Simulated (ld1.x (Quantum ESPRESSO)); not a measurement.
# Before and after: TM potential for F

- Element: F
- Generator: ld1.x (Quantum ESPRESSO) 7.5
- Type: norm-conserving Troullier–Martins (Kleinman–Bylander form)
- Functional: LDA (PZ)
- Relativity: scalar-relativistic
- Frozen core: [He]
- Valence charge: 7
- Reference configuration: 2s2 2p3 (charge +2)
- Partial waves: 2p (bound): rc 1.55 bohr; 3d channel at 0.15 Ry: rc 1.25 bohr; 2s (bound): rc 0.70 bohr
- Local potential: the s channel
- Core correction: none

All-electron outer shells of the reference configuration (LDA (PZ), scalar-relativistic, ld1.x):

```csv
shell,level (eV),outermost node (bohr),outermost maximum (bohr)
2s,-67.61,0.24,0.73
2p,-49.11,–,0.65
```

Change: wave 2p (bound): rc 1.55 bohr becomes 2p (bound): rc 1.86 bohr.

Cutoffs: the cutoffs (Ry, on a coarse ladder) from which the occupation-weighted sum of valence levels, in a spherical-Bessel basis at the reference potential, stays within 10 and 1 mRy of its value at 400 Ry; they do not see the model core or the augmentation charge, which bear on the density cutoff. Errors are all-electron minus pseudo energies relative to the spin-unpolarised reference configuration.

Problem. What does the change do?

Solution. The potential gets neither clearly harder nor softer (160 Ry and 260 Ry → 160 Ry and 260 Ry); the s channel sets the loose cutoff, while the largest relative change is in p, which becomes softer; of the 9 tests that both files solve, the error grows in 8 and shrinks in 1 by more than 15 % and 0.3 meV (median size 276.3 → 626.7 meV); neither file shows a bound ghost.

```tsv
quantity	base	changed
cutoff, loose	160 Ry	160 Ry
cutoff, tight	260 Ry	260 Ry
loose cutoff by channel (10 mRy a level)	p 60 Ry, s 90 Ry	p 45 Ry, s 90 Ry
bound ghosts	none	none
error for 2s2 2p5, meV [ΔE -58.07 eV]	+255	+619
error for 2s2 2p4, meV [ΔE -38.51 eV]	+116	+260
error for 2s2 2p2, meV [ΔE 60.73 eV]	+277	+550
error for 2s2 2p5.3, meV [ΔE -60.79 eV]	+276	+684
error for 2s2 2p1, meV [ΔE 146.60 eV]	+1577	+2940
error for 2s1 2p6, meV [ΔE -39.68 eV]	+590	+1258
error for 2s1 2p5, meV [ΔE -19.86 eV]	+383	+737
error for 2s2 2p3 (spin-polarised), meV [ΔE -5.10 eV]	+263	-8.3
error for 2s2 2p5 (spin-polarised), meV [ΔE -58.45 eV]	+276	+627
```
